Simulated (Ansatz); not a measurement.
Frontier orbitals of C2H7AlGeO (`[CH3][GeH]1[CH2][O][AlH]1`).

Charge 0, multiplicity 1. Correlated methods include outer-core shells of Ge, which these sets cover unevenly. Scalar relativity is left out up to krypton. Geometry: relaxed with PBE0-D4/def2-TZVP. Basis def2-TZVPP, the Gaussian-basis code of Ansatz.

Orbital energies of one run (eV). Highest occupied ones, from the top: -5.69, -5.95, -6.51, -7.58, -8.47, -9.53, -9.89, -10.10, -10.48, -10.70, -12.68, -15.87, -17.27, -24.39. Empty: -2.01, -0.83, -0.40, 0.54, 0.70, 1.16.

Task: Which functional gave them?
A. r2SCANh
B. r2SCAN0
C. revPBE
D. ωB97X-V

Result: C. HOMO energies: revPBE -5.69, ωB97X-V -8.94, r2SCAN0 -6.89, r2SCANh -6.33 eV.
